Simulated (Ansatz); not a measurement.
All values below come from frozen-core CCSD(T)/cc-pVTZ // PBE-D3(BJ)/def2-TZVP (Ansatz, a quantum-chemistry and plane-wave program). The restricted HF reference is unstable towards unrestricted orbitals.

Ansatz 0.2 input:
```yaml
crystal:
  periodic: [false, false, false]
  atoms:
    - { symbol: N, position_ang: [2.248569, 0.023328, -0.270886] }
    - { symbol: Si, position_ang: [0.734142, 0.085403, 0.576815] }
    - { symbol: C, position_ang: [-0.396962, -1.356175, 0.188732] }
    - { symbol: C, position_ang: [-1.5265, -0.820848, -0.330291] }
    - { symbol: C, position_ang: [-1.561638, 0.651526, -0.501571] }
    - { symbol: C, position_ang: [-0.461544, 1.344452, -0.125461] }
    - { symbol: H, position_ang: [2.811347, 0.869569, -0.313314] }
    - { symbol: H, position_ang: [2.850873, -0.782665, -0.121705] }
    - { symbol: H, position_ang: [0.847493, 0.26161, 2.069239] }
    - { symbol: H, position_ang: [-0.2877, -2.426802, 0.358751] }
    - { symbol: H, position_ang: [-2.398495, -1.415145, -0.622648] }
    - { symbol: H, position_ang: [-2.45901, 1.121112, -0.917807] }
    - { symbol: H, position_ang: [-0.403784, 2.429461, -0.206301] }
basis:
  gaussian: { orbitals: cc-pVTZ }
correlation:
  method: ccsd_t
```

Output:

```
Functional definition: HF
1620 factors; integrals over basis functions are off by at most 1.1e-3 eV
mean field evaluation 1: about -13573.4549 eV, gradient 4.4e1 eV
mean field evaluation 2: about -13573.8263 eV, gradient 4.4e1 eV
mean field evaluation 4: about -13578.6586 eV, gradient 4.5e0 eV
mean field evaluation 8: about -13578.7346 eV, gradient 2.3e-1 eV
mean field evaluation 16: about -13573.4537 eV, gradient 4.4e1 eV
mean field -13578.73498329 eV, -499.0093066389 hartree, gradient 2.7e-6 eV, S^2 0.000000; 0 other end points of the search recorded, 0 dependent functions left out; unrestricted orbitals would lower it
10 core orbitals not correlated
reference -13578.73498329 eV, -499.0093066389 hartree; 16, 16 occupied and 256, 256 virtual orbitals, 1620 factors
second order -26.24928639 eV of doubles, -0.00000000 eV of singles
cycle   1  -26.55088215 eV  change   -3.0e-1 eV  update   1.1e-1
cycle   2  -27.24169583 eV  change   -6.9e-1 eV  update   3.5e-2
cycle   3  -27.38109738 eV  change   -1.4e-1 eV  update   1.6e-2
cycle   4  -27.37276053 eV  change    8.3e-3 eV  update   4.7e-3
cycle   5  -27.37415361 eV  change   -1.4e-3 eV  update   2.1e-3
cycle   6  -27.37496732 eV  change   -8.1e-4 eV  update   5.6e-4
cycle   7  -27.37471922 eV  change    2.5e-4 eV  update   2.4e-4
cycle   8  -27.37468043 eV  change    3.9e-5 eV  update   1.0e-4
cycle   9  -27.37470936 eV  change   -2.9e-5 eV  update   4.0e-5
cycle  10  -27.37469063 eV  change    1.9e-5 eV  update   1.9e-5
perturbative correction -1.33076845 eV, -0.0489048386 hartree
Total energy: -13607.44044238 eV, -500.0642128029 hartree
```

Cost: very roughly 29 core-minutes.
